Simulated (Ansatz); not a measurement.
Geometry optimisation, Ansatz, RHF/def2-SVP.

Input:

```yaml
crystal:
  periodic: [false, false, false]
  atoms:
    - { symbol: In, position_ang: [0.4662, -0.5156, 0.2295] }
    - { symbol: S, position_ang: [0.6044, 1.861, -1.3991] }
    - { symbol: O, position_ang: [0.2655, -0.2714, 2.1585] }
    - { symbol: O, position_ang: [1.2602, -2.2066, -0.3537] }
    - { symbol: H, position_ang: [-1.0067, 1.1237, -1.1136] }
    - { symbol: O, position_ang: [-1.7051, 0.1913, -0.6065] }
    - { symbol: H, position_ang: [0.505, 2.5776, -0.284] }
    - { symbol: H, position_ang: [0.5694, -1.0764, 2.58] }
    - { symbol: H, position_ang: [1.2517, -2.292, -1.3057] }
    - { symbol: H, position_ang: [-2.2106, 0.6085, 0.0944] }
basis:
  gaussian: { orbitals: def2-SVP }
hamiltonian:
  xc: hf
relax:
  f_tol: 0.15
  max_steps: 25
  restrain:
    - { distance: [0, 5], at: 2.08, k: 30.0 }
    - { distance: [4, 1], at: 1.36, k: 30.0 }
    - { distance: [0, 1], at: 3.77, k: 30.0 }
    - { distance: [4, 5], at: 2.27, k: 30.0 }
output:
  orbitals: {}
```

Launched with:

```bash
$ ansatz run input.yaml --threads 2 --pin off --max-ram 3072MiB --backend cpu --events-out ev --progress --plain --runs-dir out
```

Problem. Where does it end, and by what steps?

Solution. The run converged. The restraints hold the end off the free minimum. After 9 steps the energy has fallen by 0.690 eV (the restraints' own energy left out); H5 moved furthest, 0.77 Å. Parted: In1–S2. Joined: S2–H5.

```json
{"step": "0", "energy less start (eV)": "0.0000", "largest force component (eV/Å)": "2.741", "accepted": "yes"}
{"step": "1", "energy less start (eV)": "0.6151", "largest force component (eV/Å)": "2.782", "accepted": "yes"}
{"step": "2", "energy less start (eV)": "0.2363", "largest force component (eV/Å)": "3.404", "accepted": "yes"}
{"step": "3", "energy less start (eV)": "-0.2576", "largest force component (eV/Å)": "2.205", "accepted": "yes"}
{"step": "4", "energy less start (eV)": "-0.5399", "largest force component (eV/Å)": "1.211", "accepted": "yes"}
{"step": "5", "energy less start (eV)": "-0.5731", "largest force component (eV/Å)": "1.688", "accepted": "yes"}
{"step": "6", "energy less start (eV)": "-0.6849", "largest force component (eV/Å)": "0.886", "accepted": "yes"}
{"step": "7", "energy less start (eV)": "-0.6789", "largest force component (eV/Å)": "0.914", "accepted": "no"}
{"step": "8", "energy less start (eV)": "-0.6876", "largest force component (eV/Å)": "0.819", "accepted": "yes"}
{"step": "9", "energy less start (eV)": "-0.6899", "largest force component (eV/Å)": "0.804", "accepted": "yes"}
```

```xyz
10
Properties=species:S:1:pos:R:3
In -0.011 -0.943 0.458
S 0.698 2.212 -1.467
O 0.190 -0.500 2.364
O 1.171 -2.221 -0.456
H -0.514 1.615 -1.449
O -1.619 -0.135 -0.511
H 0.429 3.027 -0.444
H 0.930 -0.848 2.837
H 1.041 -2.388 -1.377
H -2.315 0.182 0.046
```

Whether the end is a true minimum wasn't checked by a vibrational analysis.

Time of the run: 22 s on 2 threads of Arm Neoverse V1, with other jobs on the host, peak memory 0.26 GiB.
